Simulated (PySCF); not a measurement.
HClSi, charge +1, doublet, at a GFN2-xTB geometry (a state made from the parent by changing its charge; the spin is typed, not shown lowest); M062X/cc-pVDZ in PySCF.

The PySCF input:
```python
from pyscf import gto, scf, dft

mol = gto.Mole()
mol.atom = '''
    Si    0.86135093   -0.21951955    0.44274278
    H     2.20871354   -0.51186238   -0.05259738
    Cl   -0.83927215    0.21089035   -0.36151774
'''
mol.basis = 'cc-pvdz'
mol.charge = 1
mol.spin = 1
mol.verbose = 4
mol.build()

mf = dft.UKS(mol)
mf.xc = 'm062x'
mf.grids.prune = dft.gen_grid.sg1_prune
mf.kernel()
mf.analyze()
```

### Question
Write the output that PySCF gives for this input, abridged.

### Answer

```
PySCF version 2.14.0

[INPUT] verbose = 4
[INPUT] num. atoms = 3
[INPUT] num. electrons = 31
[INPUT] charge = 1
[INPUT] spin (= nelec alpha-beta = 2S) = 1
[INPUT] symmetry False subgroup None
[INPUT] Mole.unit = angstrom
[INPUT] Symbol           X                Y                Z      unit          X                Y                Z       unit  Magmom
[...]
nuclear repulsion = 73.1770868783395
number of shells = 13
number of NR pGTOs = 89
number of NR cGTOs = 41
basis = cc-pvdz
ecp = {}

******** <class 'pyscf.dft.uks.UKS'> ********
method = UKS
initial guess = minao
damping factor = 0
level_shift factor = 0
DIIS = <class 'pyscf.scf.diis.CDIIS'>
diis_start_cycle = 1
diis_space = 8
diis_damp = 0
SCF conv_tol = 1e-09
SCF conv_tol_grad = None
SCF max_cycles = 50
direct_scf = True
direct_scf_tol = 1e-13
number electrons alpha = 16  beta = 15
XC library pyscf.dft.libxc version 7.1.2
    S. Lehtola, C. Steigemann, M. J. T. Oliveira, and M. A. L. Marques,  SoftwareX 7, 1–5 (2018)
XC functionals = m062x
    Y. Zhao and D. G. Truhlar,  Theor. Chem. Acc. 120, 215 (2008)
    Y. Zhao and D. G. Truhlar,  Theor. Chem. Acc. 120, 215 (2008)
radial grids:
    Treutler-Ahlrichs [JCP 102, 346 (1995); DOI:10.1063/1.469408] (M4) radial grids

becke partition: Becke, JCP 88, 2547 (1988); DOI:10.1063/1.454033
pruning grids: <function sg1_prune>
grids dens level: 3
symmetrized grids: False
atomic radii adjust function: <function treutler_atomic_radii_adjust>
small_rho_cutoff = 0
Set gradient conv threshold to 3.16228e-05
tot grids = 17168
init E= -750.369740614323

cycle= 1 E= -749.840169972226  delta_E= 0.53  |g|= 0.245  |ddm|= 1.12
cycle= 2 E= -749.8590482081  delta_E= -0.0189  |g|= 0.23  |ddm|= 0.683
cycle= 3 E= -749.89540079288  delta_E= -0.0364  |g|= 0.0364  |ddm|= 0.251
cycle= 4 E= -749.896303713229  delta_E= -0.000903  |g|= 0.00865  |ddm|= 0.0492
cycle= 5 E= -749.896411936139  delta_E= -0.000108  |g|= 0.003  |ddm|= 0.0214
cycle= 6 E= -749.896432133466  delta_E= -2.02e-05  |g|= 0.001  |ddm|= 0.01
cycle= 7 E= -749.896435412907  delta_E= -3.28e-06  |g|= 0.000283  |ddm|= 0.00438
cycle= 8 E= -749.896435661178  delta_E= -2.48e-07  |g|= 8.63e-05  |ddm|= 0.00114
cycle= 9 E= -749.896435678388  delta_E= -1.72e-08  |g|= 3.23e-05  |ddm|= 0.000238
cycle= 10 E= -749.896435680663  delta_E= -2.27e-09  |g|= 7.03e-06  |ddm|= 7.83e-05
cycle= 11 E= -749.896435680817  delta_E= -1.55e-10  |g|= 1.96e-06  |ddm|= 2.19e-05
[...]
converged SCF energy = -749.896435680828  <S^2> = 0.75403725  2S+1 = 2.0040332
Total Energy =                        -749.896435680828290
[...]
**** MO energy ****
                             alpha | beta                alpha | beta
[...]
To work with the spin densities directly, `use mulliken_meta_spin()` only printing them here.

 ** Mulliken spin pop alpha/beta on meta-lowdin orthogonal AOs **
 ** Mulliken Spin Density (per AO)  **
spin_pop of  0 Si 1s       -0.00000
spin_pop of  0 Si 2s        0.00002
spin_pop of  0 Si 3s        0.25740
spin_pop of  0 Si 4s        0.00284
spin_pop of  0 Si 2px       0.00000
spin_pop of  0 Si 2py       0.00000
spin_pop of  0 Si 2pz       0.00001
spin_pop of  0 Si 3px       0.00712
spin_pop of  0 Si 3py       0.01831
spin_pop of  0 Si 3pz       0.48358
spin_pop of  0 Si 4px       0.00211
spin_pop of  0 Si 4py       0.00093
spin_pop of  0 Si 4pz       0.00596
spin_pop of  0 Si 3dxy      0.00164
spin_pop of  0 Si 3dyz     -0.00055
spin_pop of  0 Si 3dz^2    -0.00047
spin_pop of  0 Si 3dxz     -0.00013
spin_pop of  0 Si 3dx2-y2    0.00416
spin_pop of  1 H 1s        0.12654
spin_pop of  1 H 2s        0.00048
spin_pop of  1 H 2px       0.00087
spin_pop of  1 H 2py       0.00006
spin_pop of  1 H 2pz      -0.00013
spin_pop of  2 Cl 1s        0.00000
spin_pop of  2 Cl 2s        0.00000
spin_pop of  2 Cl 3s        0.00244
spin_pop of  2 Cl 4s        0.00011
spin_pop of  2 Cl 2px       0.00000
spin_pop of  2 Cl 2py      -0.00000
spin_pop of  2 Cl 2pz       0.00000
spin_pop of  2 Cl 3px       0.00264
spin_pop of  2 Cl 3py      -0.01914
spin_pop of  2 Cl 3pz       0.10223
spin_pop of  2 Cl 4px       0.00021
spin_pop of  2 Cl 4py       0.00008
spin_pop of  2 Cl 4pz       0.00102
spin_pop of  2 Cl 3dxy      0.00011
spin_pop of  2 Cl 3dyz      0.00001
spin_pop of  2 Cl 3dz^2     0.00008
spin_pop of  2 Cl 3dxz     -0.00074
spin_pop of  2 Cl 3dx2-y2    0.00016
 ** Mulliken Spin Density (per atom)  **
spin density of  0 Si =      0.78296
spin density of  1 H =      0.12782
spin density of  2 Cl =      0.08922
 ** Mulliken pop alpha/beta on meta-lowdin orthogonal AOs **
 ** Mulliken pop       alpha | beta **
In total            16.00000 | 15.00000
 ** Mulliken atomic charges   ( Nelec_alpha | Nelec_beta ) **
charge of  0Si =      0.92039  (     6.93129      6.14833 )
charge of  1H =      0.03255  (     0.54764      0.41981 )
charge of  2Cl =      0.04707  (     8.52108      8.43186 )

WARN: System has nonzero charge 1; the dipole moment is origin-dependent.
Location of origin: [0. 0. 0.]

Dipole moment(X, Y, Z, Debye):  3.47546, -0.85658,  1.12949
```
